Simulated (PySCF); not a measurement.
## Working out the ionisation energy of Cs

Cs [Xe] 6s1 (2S) → Cs⁺ [Xe] (1S). Calculation: PySCF 2.14, in ANO-RCC-VTZP (8s7p4d2f1g, 72 functions); the spin-free X2C one-electron Hamiltonian (Gaussian nucleus). Frozen: [Kr] 4d10. Energies in hartree (1 hartree = 27.21139 eV):

| part | Cs (lower) | Cs⁺ (upper) |
| --- | --- | --- |
| UHF | -7782.773325 | -7782.645508 |
| CCSD correlation | -0.171197 | -0.160921 |
| (T) | -0.004750 | -0.003963 |

What does Hartree-Fock give?

(-7782.645508) − (-7782.773325) = 0.127817 hartree = 3.478 eV.

What do CCSD and CCSD(T) give?

The CCSD correlation energies differ by 0.010276 hartree = 0.280 eV and the triples by 0.000787 hartree = 0.021 eV, so CCSD gives 3.758 eV and CCSD(T) 3.779 eV.

Measured between the centres of the two terms (NIST): 3.894 eV, so CCSD(T) (valence and next inner shell) is off by -0.115 eV.

What remains against the reference includes basis incompleteness, the frozen core and higher excitations.
